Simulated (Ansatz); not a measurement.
Mulliken charges of CH4AlBrO, SMILES `C[O][AlH][Br]` from r2SCAN/def2-TZVPP in Ansatz (PBE0-D4/def2-TZVP geometry).

| atom | x (Å) | y (Å) | z (Å) | charge (e) |
| --- | --- | --- | --- | --- |
| C1 | -0.838 | 0.780 | 0.579 | 0.026 |
| O2 | 0.368 | 0.069 | 0.585 | -0.383 |
| Al3 | 1.198 | -0.932 | -0.466 | 0.583 |
| Br4 | 0.294 | -1.376 | -2.485 | -0.262 |
| H5 | -1.478 | 0.431 | 1.395 | 0.055 |
| H6 | -0.642 | 1.845 | 0.733 | 0.055 |
| H7 | -1.385 | 0.662 | -0.363 | 0.053 |
| H8 | 2.575 | -1.537 | -0.034 | -0.125 |

**Question.** By hand: the dipole of these point charges (1 e Å = 4.8032 D).

**Answer.** Σ q r = (-0.053, 0.163, 0.272) e Å, of length 0.321 e Å = 1.54 D.

**Question.** How does the dipole of the full density compare? (Estimate.)

**Answer.** Computed: (-0.092, 0.131, 0.159) e Å, 1.08 D; the point charges give 1.43 times that, at 17° from its direction.

Point charges leave out the atoms' own dipoles, such as those of lone pairs, and Mulliken's split depends on the basis, so the two needn't agree.
